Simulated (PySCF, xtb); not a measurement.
C₂H₉GeN, SMILES C[CH2][GeH2][NH2]. The values are those of a single conformer.

Harmonic wavenumbers (cm⁻¹) from xtb with GFN2-xTB at its own minimum, in rising order: 51, 155, 185, 217, 253, 438, 522, 553, 623, 645, 668, 744, 803, 842, 970, 1008, 1067, 1235, 1264, 1412, 1463, 1499, 1503, 1511, 1833, 1977, 2959, 2973, 3005, 3010, 3020, 3425, 3450.

**Question.** What does B3LYP-D3(BJ)/def2-SVP in PySCF give at its own minimum? (An estimate is asked for; the answer gives what the named calculation found.)

**Answer.** 57, 146, 170, 224, 285, 479, 543, 578, 654, 688, 701, 792, 878, 917, 974, 984, 1046, 1246, 1251, 1394, 1437, 1475, 1482, 1557, 2049, 2120, 3018, 3041, 3086, 3093, 3106, 3518, 3605. Paired by order, the mean absolute difference is 50 cm⁻¹ and the zero-point energies are 64.7 and 66.6 kcal/mol.
